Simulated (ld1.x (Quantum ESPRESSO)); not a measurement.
## Transferability test, RRKJ potential for O

O (Z = 8), norm-conserving RRKJ (Kleinman–Bylander form), made with ld1.x (Quantum ESPRESSO) 7.5 (Wu–Cohen, scalar-relativistic). Core [He], reference 2s2 2p4. Waves: 2p (bound): rc 1.00 bohr; 3d channel at 0.1 Ry: rc 1.05 bohr; 2s (bound): rc 0.65 bohr. Local part: the s channel. Core correction: a·sin(br)/r model core inside 0.35 bohr. rho0 = 0.001.

Energies are relative to the spin-unpolarised reference configuration 2s2 2p4; without spin polarisation the order of configurations can differ from experiment.

Question: Give the all-electron excitation energy and the error of the potential for: 2s2 2p3; 2s2 2p2; 2s2 2p1; 2s1 2p5; 2s1 2p4; 2s2 2p3.5; 2s2 2p4.3.

Answer:

```tsv
valence configuration	charge	ΔE all-electron (eV)	error AE − PS (meV)
2s2 2p3	+1	16.409	+1.0
2s2 2p2	+2	49.980	+24
2s2 2p1	+3	103.825	+137
2s1 2p5	0	14.844	+8.3
2s1 2p4	+1	31.528	+0.8
2s2 2p3.5	+0.5	6.273	-0.2
2s2 2p4.3	-0.3	-2.113	+0.2
```

Levels in the configuration 2s2 2p3:

```tsv
level	all-electron (eV)	pseudo (eV)
2s	-39.537	-39.541
2p	-24.433	-24.426
```
